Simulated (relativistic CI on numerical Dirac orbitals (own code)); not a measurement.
# Line list: Electric-dipole lines, Nb14+

Computed by Dirac-Coulomb-Breit CI, orbitals from a KLI potential per configuration, a model potential for QED, unscaled Slater integrals (own radial code, finite nucleus).

Configurations in the expansion (outside the closed core [Ne]): 3s2.3p6.3d9, 3s2.3p5.3d10, 3s.3p6.3d10, 3s2.3p6.3d8.4s, 3s2.3p6.3d8.4p, 3s2.3p6.3d8.4d, 3s2.3p6.3d7.4s2, 3s2.3p6.3d8.4f, 3s2.3p6.3d7.4s.4p, 3s2.3p6.3d8.5s, 3s2.3p5.3d9.4s, 3s2.3p6.3d7.4p2, 3s2.3p6.3d8.5p, 3s2.3p6.3d7.4s.4d, 3s2.3p4.3d10.4s, 3s2.3p6.3d8.5d, 3s2.3p5.3d9.4p, 3s2.3p6.3d7.4p.4d, 3s2.3p4.3d10.4p, 3s2.3p6.3d8.5f, 3s2.3p6.3d8.5g, 3s2.3p6.3d8.6s, 3s2.3p5.3d8.4s2, 3s2.3p6.3d8.6p, 3s2.3p6.3d7.4d2, 3s2.3p5.3d9.4d, 3s2.3p6.3d8.6d, 3s2.3p4.3d10.4d, 3s2.3p5.3d8.4s.4p, 3s.3p6.3d9.4s, 3s.3p5.3d10.4s, 3s2.3p5.3d8.4p2, 3s.3p5.3d10.4p, 3s.3p6.3d9.4p, 3s2.3p5.3d8.4s.4d, 3s2.3p5.3d9.4f. Levels of other configurations are missing.

```tsv
λ vac (Å)	Lower	Upper	A (s⁻¹)	log gf	S velocity/length
35.420	3s2.3p6.3d9 2D_3/2 [2]	3s2.3p6.3d8.4f 2F°_5/2 [222]	1.09e+12	0.09	0.96
36.123	3s2.3p6.3d9 2D_5/2 [1]	3s2.3p6.3d8.4f 2F°_7/2 [209]	5.62e+12	0.94	0.96
36.159	3s2.3p6.3d9 2D_5/2 [1]	3s2.3p6.3d8.4f 2D°_5/2 [208]	5.20e+12	0.79	0.92
36.229	3s2.3p6.3d9 2D_5/2 [1]	3s2.3p6.3d8.4f 2P°_3/2 [207]	5.06e+12	0.60	0.91
36.255	3s2.3p6.3d9 2D_3/2 [2]	3s2.3p6.3d8.4f 2F°_5/2 [212]	5.57e+12	0.82	0.96
36.277	3s2.3p6.3d9 2D_3/2 [2]	3s2.3p6.3d8.4f 2D°_3/2 [211]	5.98e+12	0.67	0.92
36.412	3s2.3p6.3d9 2D_3/2 [2]	3s2.3p6.3d8.4f 2P°_1/2 [210]	5.61e+12	0.35	0.91
69.670	3s2.3p6.3d8.4s 2G_7/2 [19]	3s2.3p5.3d9.4s 2F°_5/2 [364]	9.11e+11	0.60	0.75
69.691	3s2.3p6.3d8.4s 2G_9/2 [18]	3s2.3p5.3d9.4s 2F°_7/2 [363]	8.91e+11	0.72	0.75
73.989	3s2.3p6.3d8.4s 4F_7/2 [6]	3s2.3p5.3d9.4s 2D°_5/2 [286]	2.29e+11	0.05	0.79
77.913	3s2.3p6.3d9 2D_5/2 [1]	3s2.3p5.3d10 2P°_3/2 [3]	3.56e+11	0.11	0.83
79.678	3s2.3p6.3d8.4s 4F_7/2 [6]	3s2.3p6.3d8.5p 4D°_5/2 [236]	2.05e+11	0.07	0.95
79.857	3s2.3p6.3d8.4s 4F_9/2 [5]	3s2.3p6.3d8.5p 4D°_7/2 [234]	1.58e+11	0.08	0.97
81.635	3s2.3p6.3d8.4s 4F_7/2 [6]	3s2.3p5.3d9.4s 2F°_7/2 [229]	1.46e+11	0.07	0.95
81.966	3s2.3p6.3d8.4s 4F_9/2 [5]	3s2.3p5.3d9.4s 4F°_9/2 [223]	1.89e+11	0.28	0.95
246.90	3s2.3p6.3d8.4p 4G°_9/2 [22]	3s2.3p6.3d8.4d 4H_11/2 [70]	4.34e+10	0.68	1.10
249.61	3s2.3p6.3d8.4p 2H°_9/2 [45]	3s2.3p6.3d8.4d 2I_11/2 [110]	4.66e+10	0.72	1.14
261.82	3s2.3p6.3d8.4p 2G°_7/2 [39]	3s2.3p6.3d8.4d 2G_9/2 [92]	3.84e+10	0.60	1.07
262.35	3s2.3p6.3d8.4p 4G°_11/2 [27]	3s2.3p6.3d8.4d 4H_13/2 [71]	4.48e+10	0.81	1.10
262.91	3s2.3p6.3d8.4p 4G°_9/2 [34]	3s2.3p6.3d8.4d 4H_11/2 [86]	4.46e+10	0.74	1.09
264.51	3s2.3p6.3d8.4p 4F°_9/2 [29]	3s2.3p6.3d8.4d 4G_11/2 [73]	3.27e+10	0.61	1.08
264.64	3s2.3p6.3d8.4p 2H°_11/2 [55]	3s2.3p6.3d8.4d 2I_13/2 [115]	4.35e+10	0.81	1.15
267.41	3s2.3p6.3d8.4d 4H_13/2 [71]	3s2.3p6.3d8.4f 4I°_15/2 [137]	4.69e+10	0.91	1.07
368.91	3s2.3p6.3d8.4s 4F_9/2 [5]	3s2.3p6.3d8.4p 4F°_9/2 [29]	7.06e+09	0.16	0.87
376.91	3s2.3p6.3d8.4s 4F_7/2 [6]	3s2.3p6.3d8.4p 2F°_7/2 [30]	7.58e+09	0.11	0.86
380.18	3s2.3p6.3d8.4s 4F_9/2 [5]	3s2.3p6.3d8.4p 4G°_11/2 [27]	1.12e+10	0.46	1.16
384.05	3s2.3p6.3d8.4s 2F_7/2 [9]	3s2.3p6.3d8.4p 4G°_9/2 [34]	1.02e+10	0.35	1.14
389.61	3s2.3p6.3d8.4s 2G_9/2 [18]	3s2.3p6.3d8.4p 2H°_11/2 [55]	1.05e+10	0.46	1.22
436.19	3s2.3p6.3d8.4s 4F_7/2 [6]	3s2.3p6.3d8.4p 4G°_9/2 [22]	4.05e+09	0.06	1.23
436.36	3s2.3p6.3d8.4s 4F_9/2 [5]	3s2.3p6.3d8.4p 4D°_7/2 [21]	6.42e+09	0.17	0.68
```

Terms are leading LS components. Brackets give the number of a level in order of energy, since labels repeat. The list gives strong lines, with weight on those to low levels, among the lowest 400 of 5380 levels, so that lines to higher ones, which can be the strongest, are missing. Levels whose partners in the same complex of configurations lie outside the list can be far off, and so can their lines. Rates are taken at the computed energies, electric ones in the length gauge. A velocity-to-length ratio far from 1 marks an uncertain rate.

At this charge energies of transitions that change n are usually good to better than 1 %, and those within a shell (Δn = 0) to a few per cent.

LS names give the leading component of a level, which can be under half, so a name can repeat, a term be missing and a line seem to break the LS rules.
